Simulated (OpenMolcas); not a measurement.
## Cu2+: effect of the metal basis and ligand basis

Cu2+ with 4 ligands (chloride) in tetrahedral coordination (Td) at 2.33 Å. A charge of +0.5 e stands 3.2 Å behind each ligand.

```
Program             : OpenMolcas 26.06
Method              : SS-CASPT2, IPEA 0.25 Eh, imaginary shift 0.1 Eh (closed shells correlated: 3s 3p and the ligand valence shells)
Spin-orbit coupling : RASSI with atomic mean-field integrals over the reference wave functions
```

Fixed: active space 9 electrons in 5 orbitals (3d), DKH2 Hamiltonian.

States (labels of Td). Energies in cm-1 above the lowest state or level, χT in cm3 K/mol; under a threefold ground state the first gap can be a small split of the lowest multiplet, not the spin-orbit step; 10Dq is the gap between the two states; 10Dq is negative for this site.

```
Run   Metal basis  Ligand basis  Ground state  First state of that spin   10Dq  First gap with spin-orbit (degeneracies)  χT at 300 K                      Cost
  A  ANO-RCC-VDZP  ANO-RCC-VDZP           2T2                   2E 3150  -3154                                880 (2, 4)        0.814   roughly 16 core-seconds
  B  ANO-RCC-VTZP  ANO-RCC-VTZP           2T2                   2E 2990  -2992                                860 (2, 4)        0.837  roughly 110 core-seconds
```

Against A, |10Dq| changes by -5.1 % in B.

Costs are those of the CASPT2 steps.

Roots that are degenerate in the reference are averaged as groups; the widest CASPT2 spread within a group is 31 cm-1 (the 3-fold group of multiplicity 2 near 0 cm-1 above the lowest state of its run, B). Shifts and gaps below about the spread of the groups concerned are not significant. Over all roots computed the reference weight is 0.74 in A, 0.71 in B; a low but even weight reflects the number of correlated electrons. An orbital triplet at a regular site is open to Jahn-Teller coupling, which can distort the site and quench the lowest spin-orbit gaps and is left out. A single d shell leaves out the double-shell effect, which counts most for late 3d ions, where the CASPT2 field can be off either way by tens of per cent. Ligand-to-metal charge-transfer states are missing. With one d shell and no ligand orbital active, 10Dq can be off by tens of per cent for divalent 3d ions, low with halides held by bare charges and at times high in hosts. Free-ion shares, where given, are those of the reference states; single-state CASPT2 does not remix them. No measured value stands beside these numbers; the geometry was imposed, not optimised, and the real ion may take another.
